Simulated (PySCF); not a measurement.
PBE on As⁻ (arsenic, charge -1), [Ar] 3d10 4s2 4p4, high-spin 3P determinant. All numbers are calculated (PySCF 2.14, the spin-free X2C one-electron Hamiltonian (Gaussian nucleus), in aug-cc-pVDZ-DK (6s5p3d, 36 functions)).

```
cycle= 1 E= -2260.33125004971  delta_E= -0.0113  |g|= 0.0629  |ddm|= 0.478
cycle= 2 E= -2260.33189554992  delta_E= -0.000646  |g|= 0.0353  |ddm|= 0.122
cycle= 3 E= -2260.33220096965  delta_E= -0.000305  |g|= 0.00979  |ddm|= 0.0954
cycle= 4 E= -2260.33231453508  delta_E= -0.000114  |g|= 0.000829  |ddm|= 0.0385
cycle= 5 E= -2260.33231583997  delta_E= -1.3e-06  |g|= 6.8e-05  |ddm|= 0.00497
cycle= 6 E= -2260.33231585232  delta_E= -1.24e-08  |g|= 4.23e-06  |ddm|= 0.000497
cycle= 7 E= -2260.33231585235  delta_E= -2.91e-11  |g|= 3.92e-07  |ddm|= 2.02e-05
converged SCF energy = -2260.33231585235  <S^2> = 2.0064707  2S+1 = 3.0043107
```

Highest occupied orbital energy: 1.786 eV; ⟨L²⟩ = 2.03; populations by l: s 8.00, p 16.00, d 10.00.

Task: Can this result be used?

Result: With care. Self-consistency was reached. At PBE the highest occupied level has a positive energy, so only the finite basis holds that electron; in a semilocal or global hybrid functional this comes from self-interaction and does not mean that the real anion is unbound.
